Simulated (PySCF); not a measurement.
Structure elucidation problem

The spectra below were simulated for a compound C8H7FO.

1H NMR (400 MHz, computed): δ 8.68 (m, 1H), 7.80 (m, 1H), 7.56 (m, 1H), 7.45 (m, 1H), 2.74 (s, 3H).

13C{1H} NMR (computed): δ 197.6, 173.5, 141.1, 139.1, 129.7, 127.7, 122.7, 35.0.

Averaged over atoms made equivalent by symmetry, fast rotation or ring inversion, no relativistic terms, gas phase, one computed conformer. Structure optimised with GFN2-xTB; GIAO PBE0/pcSseg-1 shieldings; PySCF 2.14.0 with density-fitted response routines.

Referencing at the same level of theory: TMS for 1H (31.72 ppm), 13C (186.93 ppm).

Choose the structure that fits.
A. O=C[C@@]12C=C[C@@H](C1)C(F)=C2
B. C#C[C@H]1CO/C(=C/F)C1=C
C. CC(=O)c1ccccc1F
D. CC(=O)c1ccc(F)cc1
E. Cc1ccccc1C(=O)F
F. CC(=O)c1cccc(F)c1

## Answers

C. 

1. The formula gives 5 degrees of unsaturation (1 ring in the answer).
2. 8 carbon signals for 8 carbons: no two carbons are equivalent.
3. Carbon types of the structure: 3 × C, 4 × CH, 1 × CH3, which accounts for all hydrogens.
4. δC 197.6: ketone carbonyl carbon; low-lying n→π* states of the double bond to the heteroatom give a large paramagnetic term (-254 ppm).
5. δC 173.5: aromatic carbon bearing fluorine; the electronegative substituent deshields the carbon that carries it.
6. δC 141.1, 139.1, 129.7, 122.7: aromatic CH.
7. δC 127.7: substituted aromatic carbon.
8. δH 8.68, 7.80, 7.56, 7.45: hydrogen on an aromatic CH.

The others: O=C[C@@]12C=C[C@@H](C1)C(F)=C2 would give 7 signals for carbon-bound and other non-exchanging H, not 5; CC(=O)c1cccc(F)c1 has carbons computed at 199.4, 172.6, 142.1, 135.9, 130.5, 126.2, 121.7, 28.6; Cc1ccccc1C(=O)F has carbons computed at 168.0, 150.3, 144.0, 141.8, 137.1, 131.9, 127.4, 26.6; CC(=O)c1ccc(F)cc1 would give 6 carbon signals, not 8; C#C[C@H]1CO/C(=C/F)C1=C would give 7 signals for carbon-bound and other non-exchanging H, not 5.

Splittings by 19F in the carbon and heteronuclear signals aren't shown, as no couplings were computed. Shifts are as computed. Against solution values, carbons near 30 ppm lie about +3 ppm off and those near 130 ppm about +5 ppm. Of 1211 compounds with measured shifts, 218 miss one by over three times the rms of a fit or turn the order of signals round; such compounds aren't used in these exercises. Multiplicities follow the n + 1 count of equivalent neighbours, as no J values were calculated; m marks all less simple cases, F and P coupling included.
